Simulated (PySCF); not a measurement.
## Relaxation of doublet Li5

These are results of UPBE/[Li def2-SVP], no relativity, density fitting, PySCF, not measurements. A (50,194) grid was used.

A start displaced from a saddle point along its imaginary mode, of Cs symmetry, held to at least that symmetry:

Coordinates in bohr (charge 0 multiplicity 2):
```
Li    0.4193    3.2906    0.0000
Li    2.3004   -1.2767    0.0001
Li   -2.7324   -2.1172   -0.0002
Li    0.0060    0.0516    4.8755
Li    0.0066    0.0516   -4.8755
```

Q: What does it relax to?

A: It ends at C2v with Li–Li 2.741 Å (×2), Li–Li 3.007 Å (×2), Li–Li 3.087 Å, Li–Li 3.103 Å (×4); Li–Li–Li 53.3° (×4), Li–Li–Li 55.7° (×2), Li–Li–Li 59.7° (×2), Li–Li–Li 60.2° (×4), Li–Li–Li 61.6° (×4), Li–Li–Li 65.1° (×4), Li–Li–Li 68.5°, Li–Li–Li 113.1° (×2), Li–Li–Li 118.9° (after a last refinement on a finer grid). The frequency run here used a shortcut that can spoil soft modes, so no verdict on minimum or saddle point is given.

Q: How much energy is released, and in how many steps?

A: 2.6 kJ/mol in 7 steps.

The determinant is spin-contaminated (⟨S²⟩ = 0.96, pure value 0.75).

The relaxation took 14 s on 2 threads of a shared Arm Neoverse N1 host, with 45 basis functions and 8 gradients; the process peaked at 0.68 GiB. Launch command: `OMP_NUM_THREADS=2 python axn.py task.json out`.
